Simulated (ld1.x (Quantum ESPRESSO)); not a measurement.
BP86 TM dataset for Tc (Z = 43), scalar-relativistic all-electron reference.

- Element: Tc
- Generator: ld1.x (Quantum ESPRESSO) 7.5
- Type: norm-conserving Troullier–Martins (Kleinman–Bylander form)
- Functional: BP86
- Relativity: scalar-relativistic
- Frozen core: [Kr]
- Valence charge: 7
- Reference configuration: 4d5.5 5s1.5 5p0
- Partial waves: 5p (bound, empty): rc 4.10 bohr; 4d (bound): rc 1.25 bohr; 5s (bound): rc 2.50 bohr
- Local potential: the s channel
- Core correction: none

All-electron outer shells of the reference configuration (BP86, scalar-relativistic, ld1.x):

```csv
shell,level (eV),outermost node (bohr),outermost maximum (bohr)
4s,-71.94,0.50,0.95
4p,-43.96,0.51,1.03
4d,-5.65,0.50,1.29
5s,-4.78,1.28,2.79
5p,-1.28,1.46,3.81
```

Results:

| Item | Value |
| --- | --- |
| Cutoffs needed | 60 Ry and 90 Ry (the cutoffs (Ry, on a coarse ladder) from which the occupation-weighted sum of valence levels, in a spherical-Bessel basis at the reference potential, stays within 10 and 1 mRy of its value at 400 Ry) |
| Ghost test | no extra level below or beside the all-electron valence levels (p, d, s, f tested) (spherical-Bessel basis up to 400 Ry, 20 bohr box) |
| Largest excitation error | -679 meV (all-electron minus pseudo) for 4d3 5s0 5p0, out of 7 test configurations |

Generation and tests took about 2.3 s on one core of a shared server CPU.
